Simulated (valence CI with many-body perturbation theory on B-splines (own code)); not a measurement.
Re⁴³⁺ in brief

Method: valence CI with perturbative core correlation (CI+MBPT): four valence electrons over a frozen Dirac-Fock core [Ar] 3d10, radial functions for each j: 9 s, 9 p, 8 d, 6 f, 3 g, 1 h, with the one-electron correlation potential Σ1 (screened to all orders), the two-electron term Σ2, the three-electron term Σ3, Breit, model QED; selected single and double excitations, second order for the rest, scaled by the run's own slope (own B-spline code, finite nucleus).

No measured spectrum was set against this ion. As an estimate, large intervals hold to a few tenths of a per cent, small ones and those within an open d or f shell to about a per cent.

Levels are named by their leading jj configuration (3d3/2^4 stands for four electrons in 3d with j = 3/2), which in mixed levels can hold well under half, so a name can repeat and another be missing.

Rates and lifetimes use the calculated energies. Strong lines usually hold to 10 to 20 %, long lifetimes can be off by a factor of two.

Q: What is the ground level?

A: (4s^2 4p1/2^2) J=0, composition 70 % 4s2.4p2 3P + 30 % 4s2.4p2 1S.

Q: What are the static dipole polarisabilities of the lowest levels?

A: (4s^2 4p1/2^2) J=0 0.0281 bohr³, of which the core gives 0.00195.

Q: How well does LS coupling describe the low levels?

A: Among the lowest 20 levels the leading LS term, summed over configurations, holds 58 % on average. For single configurations the figures are 57 % in LS and 91 % in jj coupling. Terms mix most in the J = 2 level at 358.66 eV, where the leading one holds 29 %.

Q: Among levels below 434.52 eV, which E1 lines absorb most strongly from the ground level?

A: to (4s^2 4p1/2 4d3/2) J=1 at 4.526 nm, f = 1.65; to (4s 4p1/2^2 4p3/2) J=1 at 5.840 nm, f = 0.548; to (4s 4p1/2 4p3/2^2) J=1 at 3.934 nm, f = 0.0102.

Q: What is the ionisation energy?

A: 2241.4 eV; NIST lists 2240 ± 4 eV (theoretical).

Q: Where does the other parity begin?

A: At (4s 4p1/2^2 4p3/2) J=2, 197.35 eV.

Q: Name the longest-lived excited levels whose lifetime is computed, and their main decay.

A: (4s^2 4p1/2 4p3/2) J=2 at 103.05 eV lives 5.04 μs, mostly by E2 to (4s^2 4p1/2^2) J=0; (4s^2 4p3/2 4d5/2) J=4 at 382.06 eV lives 191 ns, mostly by M1 to (4s^2 4p1/2 4d5/2) J=3; (4s^2 4p1/2 4p3/2) J=1 at 98.67 eV lives 160 ns, mostly by M1 to (4s^2 4p1/2^2) J=0.
